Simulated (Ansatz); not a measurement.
VBr2(PH3)2 (VP2H6Br2), relaxed as a quartet with UKS r2SCAN-D4/def2-SVP in Ansatz, starting from the GFN2-xTB geometry. Force threshold 0.02 eV/Å.

The relaxation made no stability test and no search for a lower SCF solution.

Start:

```xyz
11

V    -0.601   -0.838    0.330
Br   -0.750   -1.484   -1.969
Br   -1.175   -2.540    1.734
P    -1.345    1.286   -0.288
H    -1.314    2.488    0.420
H    -2.719    1.349   -0.524
H    -1.026    1.869   -1.506
P     1.676   -0.541    0.434
H     2.441   -0.038   -0.618
H     2.434   -1.704    0.568
H     2.378    0.153    1.419
```

| step | energy (eV) | largest force component (eV/Å) | SCF passes |
| --- | --- | --- | --- |
| 1 | -184430.2544 | 1.274 | 23 |
| 2 | -184430.6163 | 0.431 | 29 |
| 3 | -184430.6812 | 0.182 | 30 |
| 4 | -184430.6995 | 0.108 | 29 |
| 5 | -184430.7110 | 0.169 | 28 |
| 6 | -184430.7129 | 0.242 | 29 |
| 7 | -184430.7214 | 0.056 | 30 |
| 8 | -184430.7224 | 0.040 | 27 |
| 9 | -184430.7236 | 0.011 | 25 |
| 10 | -184430.7241 | 0.058 | 24 |
| 11 | -184430.7243 | 0.041 | 28 |
| 12 | -184430.7246 | 0.014 | 26 |
| 13 | -184430.7247 | 0.013 | 26 |
| 14 | -184430.7248 | 0.016 | 24 |

Force components are those of the run's own axes.

End:

Cartesian coordinates in Å:
```
V -0.695 -1.087 0.314
Br -0.548 -1.522 -2.106
Br -1.454 -2.043 2.378
P -1.385 1.200 -0.260
H -1.593 2.249 0.681
H -2.622 1.317 -0.948
H -0.585 1.925 -1.186
P 1.701 -0.585 0.318
H 2.209 0.317 -0.656
H 2.552 -1.684 0.022
H 2.418 -0.086 1.443
```

By distances, no bond broke or formed. The bond that changes most is V1–P8, from 2.30 to 2.45 Å (atoms count from 1).

The force fell under the threshold at step 9, but the optimiser went on. No frequencies were taken in this run, so the end may be a saddle point.

It took 40 s on 4 threads of Intel Xeon 6975P-C on a shared host.
